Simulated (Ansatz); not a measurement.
SnFI₃, SMILES [F][Sn]([I])([I])[I].

Geometry: B3LYP-D3(BJ)/def2-SVP. The structure was generated by enumeration; whether it is a known compound was not checked. The def2 effective core potentials stand for the cores of I, Sn; spin–orbit coupling is left out.

Two levels are set side by side: PBE/def2-SVPD (Ansatz, a first-principles code) and PBE0/def2-SVPD (Ansatz). Energy differences of separate SCF runs at the same geometry; the states with an electron removed or added have multiplicity 2 and 2. Differences are taken from unrounded values.

```csv
quantity,PBE0
vertical ionisation energy (eV),9.76
vertical electron affinity (eV),2.51
vertical singlet–triplet gap (eV),2.81
```

### Question
What does PBE give, and how far is it from PBE0? (The exact figures need the calculation; the answer reports its results.)

### Answer

| quantity | PBE | PBE minus PBE0 |
|---|---|---|
| vertical ionisation energy (eV) | 9.25 | -0.51 |
| vertical electron affinity (eV) | 2.49 | -0.02 |
| vertical singlet–triplet gap (eV) | 2.35 | -0.45 |
